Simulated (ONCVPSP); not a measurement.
**Varying the ONCV potential for K (Z = 19)**

Base potential:

* Element: potassium
* Generator: ONCVPSP 4.0.1
* Type: optimised norm-conserving Vanderbilt (ONCV)
* Functional: LDA (Perdew-Wang 92)
* Relativity: scalar-relativistic
* Frozen core: [Ne]
* Valence charge: 9
* Reference configuration: 3s2 3p6 4s1
* Partial waves: 3s+4s: rc 2.35 bohr, ncon 5, nbas 9, qcut 4.9 1/bohr, 2 projectors; 3p: rc 1.85 bohr, ncon 3, nbas 6, qcut 7.5 1/bohr, 1 projector; d scattering state at 0.22 Ha: rc 2.10 bohr, ncon 4, nbas 9, qcut 4.6 1/bohr, 2 projectors, debl 1.7 Ha; f scattering state at 0.32 Ha: rc 2.35 bohr, ncon 4, nbas 7, qcut 4.1 1/bohr, 2 projectors, debl 1.7 Ha
* Local potential: polynomial inside 1.35 bohr (lpopt 5, dvloc0 2 Ha)
* Core correction: Teter function, fcfact 3, rcfact 1.8

Cutoffs, loose and tight: the cutoffs (Ha) at which the residual kinetic energy of the hardest occupied pseudo-wave falls to 1 and 0.1 mHa per electron. They do not see the model core or the augmentation charge, which bear on the density cutoff. Test errors are all-electron minus pseudo excitation energies from the reference, over the configurations 3s2 3p6 4s0; 3s2 3p6 4s0.5; 3s2 3p6 4s0 4p1; 3s1 3p6 4s1. A dash means not determined; rows that change the core or the reference have their own tests.

For the base: The cutoffs count occupied waves only; projector 2 of the d channel, the hardest unoccupied one, needs 73 Ha at the loose tolerance.

| change | outcome | cutoff, loose | cutoff, tight | bound ghosts | GHOST(+) flags above zero | largest test error (meV) |
| --- | --- | --- | --- | --- | --- | --- |
| base | generated | 12 Ha | 16 Ha | none | none | -172 |
| all radii but the core radius scaled by about 0.82 (s 1.92, p 1.52, d 1.72, f 1.92 bohr); local potential polynomial inside 1.10 bohr (lpopt 5, dvloc0 2 Ha) | generated | 12 Ha | 48 Ha | none | none | -90 |
| all radii but the core radius scaled by about 1.09 (s 2.56, p 2.02, d 2.30, f 2.56 bohr); local potential polynomial inside 1.48 bohr (lpopt 5, dvloc0 2 Ha) | generated | 12 Ha | 15 Ha | none | none | -219 |
| all radii but the core radius scaled by about 1.19 (s 2.78, p 2.20, d 2.50, f 2.78 bohr); local potential polynomial inside 1.60 bohr (lpopt 5, dvloc0 2 Ha) | generated | 12 Ha | 15 Ha | none | none | -259 |
| all radii but the core radius scaled by about 1.33 (s 3.12, p 2.46, d 2.78, f 3.12 bohr); local potential polynomial inside 1.80 bohr (lpopt 5, dvloc0 2 Ha) | generated | 11 Ha | 14 Ha | none | none | -321 |

(1) What comes out with this change to the base: all radii but the core radius scaled by about 0.89 (s 2.08, p 1.64, d 1.86, f 2.08 bohr); local potential polynomial inside 1.20 bohr (lpopt 5, dvloc0 2 Ha)?

Answers

(1) outcome: generated; cutoff, loose: 12 Ha; cutoff, tight: 14 Ha; bound ghosts: none; GHOST(+) flags above zero: none; largest test error (meV): -124.

Reading the sweep of the scale of all radii but the core radius (base = 1) (base included, trends over the rows without a ghost): The loose cutoff stays near 12 Ha. The median size of the test errors (rows with all tests solved) is not monotonic: lowest 0.7 meV at 1.09, highest 4.4 meV at 1.33.
